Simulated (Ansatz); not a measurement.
`C[N](C)[Sc]([F])[N](C)C`, 20 atoms. Total charge 0; spin multiplicity 1. Correlated methods include outer-core shells of Sc, which these sets cover unevenly. Scalar relativity is left out up to krypton. Hardware: A = 4 threads of an AMD EPYC 7R13 on a shared host and a share of an NVIDIA H100 80 GB; B = 4 threads of an AMD EPYC 7R13 on a shared host. Correlated methods freeze the cores.

Task: Give the basis size and wall time and peak host memory of each of these runs in Ansatz. RHF-CCSD(T)/def2-SVP energy [A]; RKS CAM-B3LYP-D4/def2-TZVPP energy [A]; RKS PBE0-D4/def2-QZVPP energy [A]; RKS r2SCAN0-D4/def2-TZVPP energy [A]; RKS ωB97M-V/def2-QZVPP energy [A]; RKS PBE0-D4/def2-SVP energy [B]; RHF-CCSD(T)/def2-TZVPP energy [A]; RHF-MP2/def2-QZVPP energy [A]; direct RPA on PBE orbitals/def2-TZVPP energy [A]; RKS LC-ωPBE/def2-TZVPP energy [A]; RKS PBE0-D4/def2-TZVP relaxation (8 steps) [A]; RKS ωB97M-V/def2-SVP energy [B]. (An estimate is asked.)

Result: Computed: Other jobs shared the machine, so times are rough.

```json
{"level": "RKS CAM-B3LYP-D4/def2-TZVPP", "job": "energy [A]", "functions": "449", "wall time": "3.7 s", "peak host memory (GiB)": "0.95"}
{"level": "RKS PBE0-D4/def2-SVP", "job": "energy [B]", "functions": "189", "wall time": "4.2 s", "peak host memory (GiB)": "0.8"}
{"level": "RKS PBE0-D4/def2-QZVPP", "job": "energy [A]", "functions": "852", "wall time": "4.3 s", "peak host memory (GiB)": "1.4"}
{"level": "RHF-CCSD(T)/def2-SVP", "job": "energy [A]", "functions": "189", "wall time": "4.9 s", "peak host memory (GiB)": "0.81"}
{"level": "direct RPA on PBE orbitals/def2-TZVPP", "job": "energy [A]", "functions": "449", "wall time": "6 s", "peak host memory (GiB)": "2.2"}
{"level": "RKS LC-ωPBE/def2-TZVPP", "job": "energy [A]", "functions": "449", "wall time": "6.5 s", "peak host memory (GiB)": "0.96"}
{"level": "RHF-MP2/def2-QZVPP", "job": "energy [A]", "functions": "852", "wall time": "7.5 s", "peak host memory (GiB)": "1.5"}
{"level": "RKS ωB97M-V/def2-QZVPP", "job": "energy [A]", "functions": "852", "wall time": "7.5 s", "peak host memory (GiB)": "1.5"}
{"level": "RKS r2SCAN0-D4/def2-TZVPP", "job": "energy [A]", "functions": "449", "wall time": "7.5 s", "peak host memory (GiB)": "0.96"}
{"level": "RKS ωB97M-V/def2-SVP", "job": "energy [B]", "functions": "189", "wall time": "12 s", "peak host memory (GiB)": "1.1"}
{"level": "RKS PBE0-D4/def2-TZVP", "job": "relaxation (8 steps) [A]", "functions": "334", "wall time": "30 s", "peak host memory (GiB)": "0.98"}
{"level": "RHF-CCSD(T)/def2-TZVPP", "job": "energy [A]", "functions": "449", "wall time": "58 s", "peak host memory (GiB)": "0.89"}
```

LC-ωPBE has ω = 0.4 bohr⁻¹.
